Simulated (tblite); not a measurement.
Input of a run (GFN2-xTB geometry optimisation, gas phase (tblite 0.8.0)), started from a force field or distance geometry:
```
{"job": {"kind": "relax", "xc": "GFN2-xTB", "basis": "xTB"}, "charge": 0, "multiplicity": 1}
C     -2.059000    -0.094200     0.075200
C     -0.765000    -0.556900    -0.521900
C      0.360200    -0.146200     0.419400
F      0.191000    -0.690200     1.665800
C      0.381000     1.363800     0.440000
Cl     1.675100     1.907500     1.513700
Si     1.939500    -0.744000    -0.390100
F      2.223400     0.097600    -1.795500
H     -2.043600    -0.274300     1.190000
H     -2.903000    -0.693100    -0.387100
H     -2.192500     0.976700    -0.147300
H     -0.634600    -0.143600    -1.542000
H     -0.820600    -1.660100    -0.631600
H     -0.573700     1.769100     0.819600
H      0.480400     1.728100    -0.597200
H      3.027300    -0.676700     0.591600
H      1.707100    -2.151500    -0.712700
```

Output (eV, eV/Å):
```
step      E/eV     max force
  0    -787.65259    1.808
  1    -787.85180    1.045
  2    -787.95745    0.654
  3    -788.00230    0.624
  4    -788.06957    0.467
  5    -788.10022    0.398
  6    -788.12400    0.445
  7    -788.13973    0.311
  8    -788.15153    0.257
  9    -788.16029    0.219
 10    -788.16724    0.269
 11    -788.17271    0.238
 12    -788.17779    0.136
 13    -788.18230    0.143
 14    -788.18596    0.120
 15    -788.18894    0.138
 16    -788.19116    0.102
 17    -788.19259    0.074
 18    -788.19361    0.077
 19    -788.19463    0.085
 20    -788.19587    0.102
 21    -788.19731    0.096
 22    -788.19868    0.090
 23    -788.19975    0.080
 24    -788.20057    0.089
 25    -788.20125    0.080
 26    -788.20189    0.071
 27    -788.20257    0.069
 28    -788.20343    0.104
 29    -788.20459    0.143
 30    -788.20594    0.149
 31    -788.20724    0.106
 32    -788.20830    0.073
 33    -788.20916    0.081
 34    -788.21014    0.086
 35    -788.21137    0.086
 36    -788.21266    0.088
 37    -788.21392    0.089
 38    -788.21524    0.084
 39    -788.21644    0.085
 40    -788.21748    0.100
 41    -788.21847    0.072
 42    -788.21926    0.072
 43    -788.21985    0.073
 44    -788.22034    0.071
 45    -788.22081    0.050
 46    -788.22115    0.032
 47    -788.22141    0.031
 48    -788.22159    0.032
 49    -788.22176    0.030
 50    -788.22190    0.022
 51    -788.22201    0.023
 52    -788.22211    0.024
 53    -788.22219    0.024
 54    -788.22227    0.019
 55    -788.22233    0.017
 56    -788.22239    0.017
 57    -788.22244    0.018
 58    -788.22250    0.021
 59    -788.22256    0.020
 60    -788.22262    0.016
 61    -788.22266    0.016
 62    -788.22269    0.012
 63    -788.22272    0.012
 64    -788.22276    0.016
 65    -788.22280    0.018
 66    -788.22283    0.013
 67    -788.22285    0.010
```

Summarise the run.

The energy falls by 13.2 kcal/mol over 67 L-BFGS steps, the largest force on an atom goes from 1.81 to 0.010 eV/Å, and the atoms move by 0.226 Å rms after alignment. The bond that changes most is C3–Si7 (sp3 C–F carbon to fluorine-bound silicon), which lengthens by 0.061 Å. Bonds longer at the end by more than 0.005 Å: 6 of 16; shorter: 10. Among the angles that change most is H16–Si7–H17, from 108.0° to 115.7°. Among the dihedrals that turn most is Si7–C3–C5–H14, from 175° to -158°. The energy never rose by more than 1e-5 eV on the way. The first step brought 35 % of the lowering.

What are the final bond lengths?

C1–C2 1.526 Å, C2–C3 1.534 Å, C3–F4 1.404 Å, C3–C5 1.522 Å, C5–Cl6 1.780 Å, C3–Si7 1.934 Å, Si7–F8 1.612 Å, C1–H9 1.087 Å, C1–H10 1.087 Å, C1–H11 1.087 Å, C2–H12 1.091 Å, C2–H13 1.092 Å, C5–H14 1.090 Å, C5–H15 1.089 Å, Si7–H16 1.445 Å, Si7–H17 1.455 Å. Numbering counts from 1 in the input's order; the species is `CC[C@](F)(CCl)[SiH2]F`.

Its GFN2-xTB frequencies are all real (lowest 50 cm⁻¹). The numbers are those of one conformer. 3 starts were optimised and ended at 0.00, 0.47 and 1.11 kcal/mol (GFN2-xTB); the lowest of these is shown.

These are computed values.
